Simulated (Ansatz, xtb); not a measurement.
# Relative energy of two isomers of CH4BrGeNSi

Structure a: `N#[C][GeH2][SiH2]Br`, a singlet. Structure b: `N#C[SiH2][GeH2][Br]`, a singlet. Both are isolated molecules in the gas phase, relaxed with PBE0-D3(BJ)/def2-SVP; the shapes shown needn't be the lowest conformers.

a (Å):

| atom | x (Å) | y (Å) | z (Å) |
| --- | --- | --- | --- |
| C | -0.4299 | 1.6026 | 0.0982 |
| Br | -3.0263 | -1.5609 | -0.4525 |
| Ge | -0.5952 | 0.9447 | -1.7045 |
| N | -0.3281 | 1.9627 | 1.1958 |
| Si | -1.0785 | -1.3813 | -1.5127 |
| H | -1.7403 | 1.7281 | -2.3564 |
| H | 0.7413 | 1.2432 | -2.3993 |
| H | -0.0213 | -2.0704 | -0.7225 |
| H | -1.1998 | -1.9994 | -2.8634 |

b (Å):

| atom | x (Å) | y (Å) | z (Å) |
| --- | --- | --- | --- |
| C | -0.6554 | 4.0990 | -1.5084 |
| Br | -0.3128 | 0.9594 | 1.1047 |
| Ge | -2.0982 | 1.2320 | -0.3435 |
| N | -0.3389 | 5.1214 | -1.0613 |
| Si | -1.1961 | 2.4563 | -2.1793 |
| H | -2.2042 | 2.7186 | -3.2455 |
| H | -0.0005 | 1.7657 | -2.7334 |
| H | -2.5833 | -0.1687 | -0.7510 |
| H | -3.1967 | 2.0002 | 0.4055 |

Q: Estimate E(b) − E(a) at the level CCSD(T)/def2-SVP + ΔMP2/def2-TZVPP.

A: Too close to call at this level: CCSD(T)/def2-SVP + ΔMP2/def2-TZVPP gives E(b) − E(a) = −0.010 eV.

Level by level:

| level | geometry | E(b) − E(a) (eV) | departure from the last row (eV) | job, with rough time for the two |
| --- | --- | --- | --- | --- |
| PBE0-D3(BJ)/def2-SVP | PBE0-D3(BJ)/def2-SVP | −0.061 | −0.052 | optimisation, 1.9 min |
| HF/def2-SVP | PBE0-D3(BJ)/def2-SVP | −0.087 | −0.077 | part of the CCSD(T) run |
| MP2/def2-SVP | PBE0-D3(BJ)/def2-SVP | −0.050 | −0.040 | part of the CCSD(T) run |
| CCSD(T)/def2-SVP | PBE0-D3(BJ)/def2-SVP | −0.057 | −0.047 | single point |
| CCSD(T)/def2-SVP + ΔMP2/def2-TZVPP | PBE0-D3(BJ)/def2-SVP | −0.010 |  | single point, 78 s |

As drawn, b has 1 C–Si, 1 Br–Ge in place of 1 C–Ge, 1 Br–Si.

The largest departure from CCSD(T)/def2-SVP + ΔMP2/def2-TZVPP is that of HF/def2-SVP, 0.077 eV. Levels run at GFN2-xTB geometries aren't shown. The last row adds to CCSD(T) the change of the MP2 difference between the two basis sets, here +0.047 eV.

With thermal terms from frequencies at re-optimised GFN2-xTB minima (ideal gas, soft modes damped towards free rotors, one conformer each, 298.15 K, 1 atm): on the last row, ΔE + ΔZPE = −0.039, ΔH = −0.035, ΔG = −0.037 eV.

The correlated steps freeze 25 core orbitals; the filled d shell of Br and Ge is correlated, in a basis made for valence electrons. Codes used: Ansatz 0.2.0, xtb 6.7.1; the last row on 2 threads of Intel(R) Xeon(R) Platinum 8259CL CPU @ 2.50GHz (Skylake/Cascade Lake) on a shared host.
